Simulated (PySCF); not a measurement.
AsFH4Si.
Cartesian coordinates in Å at the PBE0-D3(BJ)/def2-SVP level; atoms count from 1:
```
atom  x, y, z in Å
F1    -1.7538   -0.5908    1.1350
Si2   -0.8185    0.1683    0.0388
As3    1.4046    0.1953    0.8252
H4    -0.9873   -0.5436   -1.2598
H5    -1.2906    1.5779   -0.0794
H6     1.8192    0.9160   -0.4573
H7     1.7065   -1.1733    0.2243
```

Method used: PySCF, PBE0-D3(BJ)/def2-SVP geometry optimisation, gas phase.

Masses are those of the commonest isotopes; rigid-rotor values at the optimised geometry. The values belong to one conformer with, in the numbering `[F:1][SiH2:2][AsH2:3]`, F1–Si2–As3–H 179° and 87°.

Q: Give the principal moments of inertia and the rotational constants in MHz.

A: Ia = 31.71, Ib = 224.98, Ic = 246.08 u·Å²; 505379 MHz·u·Å²/I gives A = 15937, B = 2246, C = 2054 MHz.

Q: What kind of rotor is it?

A: A near-prolate asymmetric top; Ray's κ = -0.972.

Q: What does the inertial defect say?

A: Not planar: Δ = Ic − Ia − Ib = -10.62 u·Å². For a rigid frame Δ = −2 Σ m c², so Σ m c² = 5.31 u·Å² lies off the ab plane: 5.27 from hydrogen and 0.03 from heavier atoms. The atom farthest from that plane is 1.50 Å away.

Q: List the rotational levels J(Ka,Kc) to J = 4 (MHz).

A: Above 0(0,0):
J = 1: 1(0,1) 4300, 1(1,1) 17990, 1(1,0) 18183
J = 2: 2(0,2) 12898, 2(1,2) 26398, 2(1,1) 26975, 2(2,1) 68047, 2(2,0) 68049
J = 3: 3(0,3) 25790, 3(1,3) 39008, 3(1,2) 40163, 3(2,2) 80947, 3(2,1) 80957, 3(3,1) 149881, 3(3,0) 149881
J = 4: 4(0,4) 42970, 4(1,4) 55819, 4(1,3) 57744, 4(2,3) 98145, 4(2,2) 98175, 4(3,2) 167085, 4(3,1) 167085, 4(4,1) 263588, 4(4,0) 263588
The levels of one J sum to (2J + 1)J(J + 1)(A + B + C)/3.

Q: Predict some low-J microwave lines.

A: The dipole components are |μa| = 0.80 D, |μb| = 1.37 D, |μc| = 0.40 D. Intensities carry the squares of the components, which stand as 0.34 : 1.00 : 0.09 (a : b : c). Some lines, for components of 0.1 D or more:

```json
{"type": "a", "branch": "Q", "J(Ka,Kc)": "2(1,1) ← 2(1,2)", "MHz": "578", "lower level (cm⁻¹)": "0.881"}
{"type": "a", "branch": "R", "J(Ka,Kc)": "1(0,1) ← 0(0,0)", "MHz": "4300", "lower level (cm⁻¹)": "0.000"}
{"type": "a", "branch": "R", "J(Ka,Kc)": "2(1,2) ← 1(1,1)", "MHz": "8407", "lower level (cm⁻¹)": "0.600"}
{"type": "a", "branch": "R", "J(Ka,Kc)": "2(0,2) ← 1(0,1)", "MHz": "8598", "lower level (cm⁻¹)": "0.143"}
{"type": "a", "branch": "R", "J(Ka,Kc)": "2(1,1) ← 1(1,0)", "MHz": "8793", "lower level (cm⁻¹)": "0.607"}
{"type": "c", "branch": "Q", "J(Ka,Kc)": "2(1,2) ← 2(0,2)", "MHz": "13500", "lower level (cm⁻¹)": "0.430"}
{"type": "c", "branch": "Q", "J(Ka,Kc)": "1(1,1) ← 1(0,1)", "MHz": "13690", "lower level (cm⁻¹)": "0.143"}
{"type": "b", "branch": "Q", "J(Ka,Kc)": "1(1,0) ← 1(0,1)", "MHz": "13883", "lower level (cm⁻¹)": "0.143"}
{"type": "b", "branch": "Q", "J(Ka,Kc)": "2(1,1) ← 2(0,2)", "MHz": "14077", "lower level (cm⁻¹)": "0.430"}
{"type": "b", "branch": "R", "J(Ka,Kc)": "1(1,1) ← 0(0,0)", "MHz": "17990", "lower level (cm⁻¹)": "0.000"}
{"type": "c", "branch": "R", "J(Ka,Kc)": "1(1,0) ← 0(0,0)", "MHz": "18183", "lower level (cm⁻¹)": "0.000"}
{"type": "b", "branch": "R", "J(Ka,Kc)": "2(1,2) ← 1(0,1)", "MHz": "22098", "lower level (cm⁻¹)": "0.143"}
{"type": "c", "branch": "R", "J(Ka,Kc)": "2(1,1) ← 1(0,1)", "MHz": "22675", "lower level (cm⁻¹)": "0.143"}
{"type": "c", "branch": "Q", "J(Ka,Kc)": "2(2,1) ← 2(1,1)", "MHz": "41071", "lower level (cm⁻¹)": "0.900"}
{"type": "b", "branch": "Q", "J(Ka,Kc)": "2(2,0) ← 2(1,1)", "MHz": "41073", "lower level (cm⁻¹)": "0.900"}
{"type": "b", "branch": "Q", "J(Ka,Kc)": "2(2,1) ← 2(1,2)", "MHz": "41649", "lower level (cm⁻¹)": "0.881"}
{"type": "b", "branch": "R", "J(Ka,Kc)": "2(2,1) ← 1(1,0)", "MHz": "49864", "lower level (cm⁻¹)": "0.607"}
{"type": "c", "branch": "R", "J(Ka,Kc)": "2(2,0) ← 1(1,0)", "MHz": "49866", "lower level (cm⁻¹)": "0.607"}
{"type": "c", "branch": "R", "J(Ka,Kc)": "2(2,1) ← 1(1,1)", "MHz": "50056", "lower level (cm⁻¹)": "0.600"}
{"type": "b", "branch": "R", "J(Ka,Kc)": "2(2,0) ← 1(1,1)", "MHz": "50058", "lower level (cm⁻¹)": "0.600"}
```

Stationary, but not proved a minimum. Zero-point vibration and centrifugal distortion are left out. Quadrupole hyperfine structure (75As) is left out.
